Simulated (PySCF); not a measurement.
A GIAO shielding run with PySCF (density fitting, non-relativistic, gas phase) on SMILES F[Si@@H]1CC[C@@H]1C[SiH3], C4H11FSi2:

```
$ OMP_NUM_THREADS=1 python probes_run.py task.json out

{"job": {"kind": "nmr", "xc": "PBE0", "basis": "pcSseg-1"}, "charge": 0, "multiplicity": 1}
F     -0.602620    -1.869019     1.515294
Si    -0.756579    -0.256801     1.472327
C     -2.306984     0.314815     0.525717
C     -1.447327     0.740952    -0.687793
C     -0.022577     0.534074    -0.106405
C      0.910705    -0.301358    -0.975835
Si     2.633347    -0.527549    -0.209982
H     -0.419502     0.146291     2.823627
H     -2.840786     1.151821     0.969714
H     -3.045516    -0.447017     0.286060
H     -1.634507     1.766329    -1.003785
H     -1.617319     0.087121    -1.542304
H      0.450994     1.501397     0.078932
H      0.457662    -1.279967    -1.149105
H      1.002998     0.175345    -1.956588
H      3.466199    -1.309821    -1.126114
H      3.245911     0.789997    -0.005032
H      2.517140    -1.210292     1.079614
```

Hardware: 1 thread of an Arm Neoverse V1, shared host. The job also computes population analyses, field gradients, ring-centre shieldings.

Question: How large is the calculation?

Answer: 72 electrons, 188 basis functions and 1021 auxiliary functions.

Question: How long does it take, and how much memory does it need?

Answer: 38 s of wall time, with 12 SCF cycles and 4 response iterations; peak memory 0.84 GiB. Times on a shared host scatter by some tens of per cent.
